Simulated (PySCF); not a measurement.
Compound: C6H7Cl.
Atom-mapped SMILES: `[CH2:1]=[CH:2]/[CH:3]=[CH:4]/[CH:5]=[CH:6]/[Cl:7]` (hydrogens: H8, H9 on C1; H10 on C2; H11 on C3; H12 on C4; H13 on C5; H14 on C6)

Method: PySCF 2.14.0, PBE0-D3(BJ)/def2-SVP geometry optimisation, gas phase; density fitting, grid level 2; the optimiser is geomeTRIC in internal coordinates, started from a GFN2-xTB structure.

Step 0: E = -18837.2401 eV
```
atom  x, y, z in Å  |  force x, y, z in eV/Å
C1     -2.4278    0.3230   -1.1322   -0.156   0.046  -0.011
C2     -1.4380    0.4007   -0.2443    0.280  -0.105  -0.032
C3     -0.1304   -0.1576   -0.4583   -0.189   0.160   0.215
C4      0.8706   -0.0798    0.4360    0.228  -0.148  -0.155
C5      2.1736   -0.6391    0.2166   -0.261   0.118   0.066
C6      3.1577   -0.5532    1.1136    0.391  -0.215  -0.174
Cl7     4.7159   -1.2203    0.8527    0.154  -0.050   0.012
H8     -2.2977   -0.1744   -2.0793    0.123  -0.298  -0.535
H9     -3.3972    0.7510   -0.9448   -0.541   0.261   0.150
H10    -1.5954    0.9067    0.6997   -0.122   0.245   0.427
H11     0.0312   -0.6653   -1.4006    0.144  -0.253  -0.429
H12     0.7107    0.4272    1.3786   -0.161   0.260   0.429
H13     2.3414   -1.1474   -0.7227    0.173  -0.255  -0.409
H14     3.0487   -0.0589    2.0668   -0.061   0.235   0.446
```

Step 1: E = -18837.2831 eV
```
atom  x, y, z in Å  |  force x, y, z in eV/Å
C1     -2.4538    0.3285   -1.1384   -0.044  -0.018  -0.072
C2     -1.4499    0.4022   -0.2509   -0.032   0.060   0.104
C3     -0.1344   -0.1565   -0.4590    0.058  -0.071  -0.109
C4      0.8776   -0.0824    0.4343   -0.060   0.068   0.102
C5      2.1872   -0.6431    0.2177    0.070  -0.071  -0.101
C6      3.1812   -0.5597    1.1164    0.002   0.047   0.102
Cl7     4.7463   -1.2260    0.8666   -0.034   0.008  -0.009
H8     -2.3220   -0.1770   -2.1013   -0.011   0.017   0.030
H9     -3.4339    0.7675   -0.9355    0.030  -0.009   0.003
H10    -1.6174    0.9168    0.7046    0.010  -0.021  -0.038
H11     0.0408   -0.6733   -1.4125   -0.012   0.024   0.043
H12     0.7029    0.4343    1.3876    0.014  -0.023  -0.040
H13     2.3741   -1.1617   -0.7300   -0.010   0.020   0.035
H14     3.0645   -0.0571    2.0821    0.019  -0.030  -0.049
```

Problem. Estimate the geometry and energy of step 2. (The exact step hangs on the optimiser's Hessian estimate; all steps are aligned on step 1, rigid shifts and turns removed.)

Solution. E = -18837.2827 eV, largest force 0.096 eV/Å
```
atom  x, y, z in Å  |  force x, y, z in eV/Å
C1     -2.4541    0.3311   -1.1331   -0.021   0.009   0.004
C2     -1.4430    0.3992   -0.2522   -0.034  -0.016  -0.057
C3     -0.1297   -0.1640   -0.4718   -0.012   0.035   0.065
C4      0.8776   -0.0856    0.4273    0.009  -0.035  -0.066
C5      2.1899   -0.6453    0.2148   -0.037   0.049   0.074
C6      3.1733   -0.5532    1.1247    0.032  -0.047  -0.076
Cl7     4.7365   -1.2202    0.8721    0.046   0.003   0.040
H8     -2.3371   -0.1709   -2.0986    0.014  -0.001   0.008
H9     -3.4290    0.7739   -0.9182   -0.004   0.003   0.003
H10    -1.6012    0.9114    0.7047    0.005  -0.004  -0.006
H11     0.0436   -0.6798   -1.4245   -0.003   0.008   0.015
H12     0.6990    0.4312    1.3782    0.003  -0.005  -0.010
H13     2.3846   -1.1650   -0.7294    0.000   0.007   0.014
H14     3.0527   -0.0504    2.0879    0.004  -0.005  -0.008
```

The energy changes by +0.0004 eV. The first-order estimate −F·Δx gives -0.0020 eV and the mean of the old and new forces, exact on a quadratic surface, +0.0004 eV. The step makes an angle of 83° with the force vector and moves no atom by more than 0.019 Å.

What follows is the cost of the whole optimisation. Hardware: an Arm Neoverse V2 with one thread, shared host. Cost: 31 s, 0.68 GiB resident at most.
